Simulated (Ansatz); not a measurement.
`[F][Al]([F])[Zn][O][SiH3]` from Hartree–Fock to CCSD(T)

```xyz
9

F     4.171    0.501   -1.229
Al    2.679    0.171   -1.834
F     2.586   -0.233   -3.425
Zn    0.703    0.265   -0.443
O    -0.735    0.392    0.581
Si   -2.031   -0.144    1.388
H    -3.065   -0.680    0.456
H    -1.667   -1.237    2.335
H    -2.641    0.965    2.171
```

The species carries charge 0 and has multiplicity 1. For Zn the d shell is correlated and the shells below it are frozen. Scalar relativity is left out up to krypton. The geometry is a stationary point of PBE0-D4/def2-TZVP. It is one conformer, not always the lowest. Frozen core, restricted reference, the Gaussian-basis code of Ansatz.

| basis | HF (Eh) | MP2 corr. | CCSD corr. | (T) | CCSD(T) total |
| --- | --- | --- | --- | --- | --- |
| def2-SVP | -2583.73411 | -1.00915 | -1.01746 | -0.02103 | -2584.77260 |
| def2-TZVPP | -2584.52761 | -1.43371 | -1.40831 | -0.04380 | -2585.97972 |
| def2-QZVPP | -2584.60093 | -1.55403 | – | – | – |
